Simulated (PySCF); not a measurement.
Harmonic spectrum computed at PBE0 in the def2-TZVP basis family (core potentials from Rb on, PySCF, no spin–orbit coupling):

```json
{"ω (cm⁻¹)": "454", "IR (km/mol)": "193"}
{"ω (cm⁻¹)": "1380", "IR (km/mol)": "739"}
{"ω (cm⁻¹)": "1414", "IR (km/mol)": "623"}
```

Question: Which molecule gave it? In each, all ligands are bound to the one heavy central atom.
A. CrH₂ (quintet)
B. OsH₂ (triplet)
C. ZrH₂ (triplet)
D. CeH₂ (triplet)
E. MoH₂ (quintet)

Answer: D. It has C2v symmetry with Ce–H 2.031 Å (×2).
